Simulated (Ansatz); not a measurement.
`[OH][AlH][AlH2]` + `[CH2]1[NH][AlH]1` → `[AlH2][N]1[CH2][AlH]1` + `[OH][AlH2]` at 400 K and 1 bar (cleavage of the Al–Al bond).

Calculated with Ansatz (gas phase, PBE0-D4/def2-TZVP geometries, no zero-point term in ΔE). CBS: MP2 limit from def2 TZ/QZ plus the TZ coupled-cluster correction, frozen cores. This one scheme is used for every species. Each species was taken in one conformer, which may not be the lowest.

| species | CCSD(T)/CBS energy (Eh) | H − E (kJ/mol) | S (J/(mol·K)) |
| --- | --- | --- | --- |
| `[OH][AlH][AlH2]` | -561.63147 | 117.3 | 352.4 |
| `[CH2]1[NH][AlH]1` | -337.12157 | 146.5 | 291.6 |
| `[AlH2][N]1[CH2][AlH]1` | -579.76217 | 166.0 | 360.1 |
| `[OH][AlH2]` | -319.03157 | 88.7 | 271.1 |

H − E and S are ideal-gas, rigid-rotor, harmonic terms from PBE0-D4/def2-TZVP, for one conformer and one mirror image of each species. 1 Eh = 2625.50 kJ/mol, R = 8.31446 J/(mol·K).

By hand: ΔE, ΔH, ΔS and ΔG.

ΔE = (-579.76217) + (-319.03157) − (-561.63147) − (-337.12157) = -0.04070 Eh = -106.9 kJ/mol. Δ(H − E) = 166.0 + 88.7 − 117.3 − 146.5 = -9.1, so ΔH = -116.0 kJ/mol. ΔS = 360.1 + 271.1 − 352.4 − 291.6 = -12.8 J/(mol·K). ΔG = -116.0 − 400 × (-12.8)/1000 = -110.9 kJ/mol.

By hand: the equilibrium constant, and the temperature at which ΔG would vanish if ΔH and ΔS stayed fixed.

log₁₀ K = −ΔG/(RT ln 10) = 14.5. ΔG = 0 at ΔH/ΔS = 9062 K, far beyond where these terms or the molecules hold.

The number of gas molecules stays the same, so ΔS is small and ΔH decides. A doubt of 5 kJ/mol in ΔE shifts log₁₀ K by 0.7 here. Other conformers and mirror images would add mixing entropy, several J/(mol·K) or more a flexible species. These are equilibria of isolated gas molecules and say nothing of rates. Largest T1 diagnostic: 0.015 (customary marks: 0.02 for closed shells, 0.045 for open ones).
